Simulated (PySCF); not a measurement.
Telling isomers of C₃H₁₁B₂N apart by NMR

All values are calculated (PySCF 2.14): σ from GIAO-PBE0/pcSseg-1, structure optimised with PBE0-D3(BJ)/def2-SVP, J couplings at B3LYP/pcJ-1 (spin–dipole term left out of most H,H and C,H couplings). No solvent, one computed conformer, one averaged value for each set of equivalent atoms, no relativistic terms.

Scale: TMS for $^{1}$H (σref 31.27), $^{13}$C (σref 184.41) (reference shieldings calculated alike). Multiplet labels drop J under 1 Hz and among equivalent protons, and merge close values. Unscaled 3J(H,H) run several per cent high. Vicinal couplings that depend on rotamer populations or ring flexing (ring, CH–CH, X–H and H–F types) are those of the one conformer. Couplings to H on boron are left out. Carbons bonded to boron are broad in practice. Shifts are as computed. Against solution values, carbons near 30 ppm lie about +2 ppm off and those near 130 ppm about +5 ppm. Of 1313 compounds with measured shifts, 239 miss one by over three times the rms of a fit or turn the order of signals round; such compounds aren't used in these exercises. Across acyclic CH2–CH2 and CH–CH2 bonds, 3J(H,H) assumes equally populated rotamers. OH and NH positions are gas-phase values without hydrogen bonding to other molecules.

(1) Tabulate the signals of `BN(B)C(C)C`, `BNBCCC` and their relative energies.

(2) What is the quickest way to tell BN(B)C(C)C from BNBCCC?

Answers

(1) 
| SMILES | carbon types | δC | δH | E rel. (kcal/mol) |
| --- | --- | --- | --- | --- |
| BN(B)C(C)C | 1×CH 2×CH3 | 59.5, 27.3 | 5.74 (br, 4H), 3.70 (sept, 1H), 1.27 (d, 6H) | 15.2 |
| BNBCCC | 2×CH2 1×CH3 | 30.3, 22.5, 19.8 | 6.98 (br s, 1H), 5.74 (br, 1H), 5.53 (br, 2H), 1.50 (sext, 2H), 1.04 (t, 3H), 0.82 (t, 2H) | 0.0 |

Energies are electronic energies at PBE0/pcSseg-1 on these geometries, without zero-point or thermal terms, each for the one conformer computed, which needn't be the lowest.

(2) Count the carbon signals: 2 against 3. The first has an sp3 CH bonded to N at 59.5 ppm, the second an sp3 CH2 bonded to B at 30.3 ppm.
